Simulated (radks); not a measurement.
Spherical quantum dot in the effective-mass picture: electrons in a well V = -V0 / (1 + exp((r - R)/a)) with V0 = 8.51, R = 3.9, a = 0.22, all in effective atomic units (hartree* = m*/eps^2 hartree, bohr* = eps/m* bohr), one dielectric constant everywhere. Calculated with a radial shooting solver with Libxc functionals: non-relativistic Kohn-Sham, LDA (Slater exchange, Perdew-Wang correlation), spin-polarised, spherical densities. Levels are named by radial order and angular momentum (1s, 1p, 1d, 2s, ...), and open shells are averaged over m. Results are scaled to m* = 0.231 and eps = 8.7, for which hartree* = 83.05 meV and bohr* = 1.993 nm.

N = 4, configuration 1s2 1p(up 2, down 0). This is the lowest configuration that the search found. Occupied and some empty levels:

level    occupation  eigenvalue (meV)  <r> (nm)
1s up             1           -572.59     4.285
1s down           1           -567.00     4.267
1p up             2           -549.63     4.806
1p down           0           -543.80     4.812
1d up             0           -517.14     5.169
1d down           0           -511.38     5.182
2s up             0           -487.90     3.836
2s down           0           -484.06     3.839
1f up             0           -476.73     5.451
1f down           0           -471.17     5.466

Energy (meV): total -2472.62, kinetic 145.34, external -2788.7, Hartree 261.70, exchange-correlation -90.958.

Electron density:

r (nm)  n(r) (e/nm^3)
0.189        0.003521
0.902        0.003743
1.62         0.004198
2.33         0.004746
3.04         0.005159
3.75         0.005162
4.47         0.004547
5.18         0.003341
5.89         0.001884
6.61        0.0007138
7.32        0.0001491
8.03       0.00001535
8.75        9.988e-07
9.46        5.549e-08
